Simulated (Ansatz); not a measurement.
`[OH][Zr]([F])([F])[F]` + `N=C=O` → `O=C=[N][Zr]([F])([F])[F]` + H₂O at 600 K and 1 bar (ligand exchange at a Zr–O bond).

Computed with Ansatz on PBE0-D4/def2-TZVP structures; ΔE is electronic, products minus reactants. CCSD(T)/CBS adds triple-zeta CCSD(T) − MP2 to the extrapolated MP2 energy (def2 sets, frozen cores). This one scheme is used for every species. def2 core potentials past Kr. For Zr outer-core shells are correlated without core-valence functions, which leaves a few kJ/mol of doubt a bond. Each species was taken in one conformer, which may not be the lowest.

```csv
species,CCSD(T)/CBS energy (Eh),H − E (kJ/mol),S (J/(mol·K))
`[OH][Zr]([F])([F])[F]`,-422.45878,103.7,425.7
`N=C=O`,-168.51995,83.3,274.5
`O=C=[N][Zr]([F])([F])[F]`,-514.59914,114.3,478.1
H₂O,-76.37941,76.8,212.8
```

H − E and S are ideal-gas, rigid-rotor, harmonic terms from PBE0-D4/def2-TZVP, for one conformer and one mirror image of each species. 1 Eh = 2625.50 kJ/mol, R = 8.31446 J/(mol·K).

**Question.** By hand: ΔE, ΔH, ΔS and ΔG.

**Answer.** ΔE = (-514.59914) + (-76.37941) − (-422.45878) − (-168.51995) = 0.00018 Eh = 0.5 kJ/mol. Δ(H − E) = 114.3 + 76.8 − 103.7 − 83.3 = 4.1, so ΔH = 4.6 kJ/mol. ΔS = 478.1 + 212.8 − 425.7 − 274.5 = -9.3 J/(mol·K). ΔG = 4.6 − 600 × (-9.3)/1000 = 10.2 kJ/mol.

**Question.** By hand: the equilibrium constant, and the temperature at which ΔG would vanish if ΔH and ΔS stayed fixed.

**Answer.** log₁₀ K = −ΔG/(RT ln 10) = -0.9. ΔH and −TΔS have one sign here, so there is no such temperature. One of them is within its doubt of zero, so this could turn.

TΔS isn't small against ΔH here. A doubt of 5 kJ/mol in ΔE shifts log₁₀ K by 0.4 here. Other conformers and mirror images would add mixing entropy, several J/(mol·K) or more a flexible species. Modes under 60 cm⁻¹, often nearly free rotors, make the harmonic entropy too high. These are equilibria of isolated gas molecules and say nothing of rates. Largest T1 diagnostic: 0.018 (customary marks: 0.02 for closed shells, 0.045 for open ones).
